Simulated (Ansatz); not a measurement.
C2H6S2Si can be A, `CS[Si]SC`, or B, `C=C([SiH3])SS`.

Gas-phase electronic energies from Ansatz, PBE0-D4/def2-TZVP geometries. CCSD(T)/CBS is the MP2 limit (def2-TZVPP, def2-QZVPP) plus CCSD(T) − MP2 in def2-TZVPP, frozen cores. Functionals use def2-TZVPP. B3LYP here is the variant with VWN-RPA as its local correlation; programs differ in this. Each species was taken in one conformer, which may not be the lowest.

Problem. Which isomer does CCSD(T)/CBS put lower? Give the gap. (An estimate is asked.)

Solution. Ansatz gave: A, by 28.4 kcal/mol.

Problem. Give E(B) − E(A) in kcal/mol with PBE0-D4, B3LYP, ωB97M-V, r2SCAN-D4, CCSD(T)/def2-TZVPP, B3LYP-D4, B2PLYP. (Estimate.)

Solution. Computed: PBE0-D4 30.6, B3LYP 28.3, ωB97M-V 29.5, r2SCAN-D4 28.7, CCSD(T)/def2-TZVPP 28.2, B3LYP-D4 28.5, B2PLYP 28.2. None reverses the order clearly.

Largest T1 diagnostic: 0.015.

In def2-TZVPP, CCSD(T) changes the Hartree–Fock value by +4.3 kcal/mol (the triples alone add +0.4 kcal/mol) and MP2 by +4.4 kcal/mol.
